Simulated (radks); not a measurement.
Values are calculated unless marked as measured or tabulated.
Valence configurations of Yb II (all share [Xe]). Level of theory: Dirac Kohn-Sham, PBEsol, spin-unpolarised, spherical densities, finite nucleus; open shells are shared between the two j in proportion to 2j + 1; Fermi nuclear charge, rms radius 5.3108 fm (a radial shooting solver on a logarithmic mesh with Libxc functionals). Energies are relative to 4f14 6s1; eigenvalues in eV.

| valence | E (eV) | e(4f5/2) | e(4f7/2) | e(5d3/2) | e(5d5/2) | e(6p1/2) |
|---|---|---|---|---|---|---|
| 4f14 6s1 | 0.000 | -10.533 | -9.215 | - | - | - |
| 4f13 6s1 6p1 | 8.288 | -20.714 | -19.319 | - | - | -7.664 |
| 4f14 6s0.5 6p0.5 | 1.876 | -11.276 | -9.957 | - | - | -6.237 |
| 4f13.5 5d0.5 6s1 | 2.232 | -13.698 | -12.342 | -7.454 | -7.115 | - |
| 4f12 5d2 6s1 | 16.848 | -24.349 | -22.882 | -9.690 | -9.208 | - |
| 4f14 6p1 | 3.754 | -12.005 | -10.685 | - | - | -6.610 |
| 4f13 6s2 | 3.851 | -19.261 | -17.867 | - | - | - |
| 4f13 5d1 6s1 | 5.712 | -17.073 | -15.681 | -8.224 | -7.837 | - |
| 4f11 5d3 6s1 | 34.160 | -32.242 | -30.699 | -11.087 | -10.508 | - |
| 4f12 5d1 6s2 | 15.858 | -26.794 | -25.325 | -11.253 | -10.721 | - |

NIST lists [Xe] 4f14 6s1 as the ground configuration; this level of theory agrees among the configurations tried. The energies are those of spherical spin-averaged densities, not of single terms.
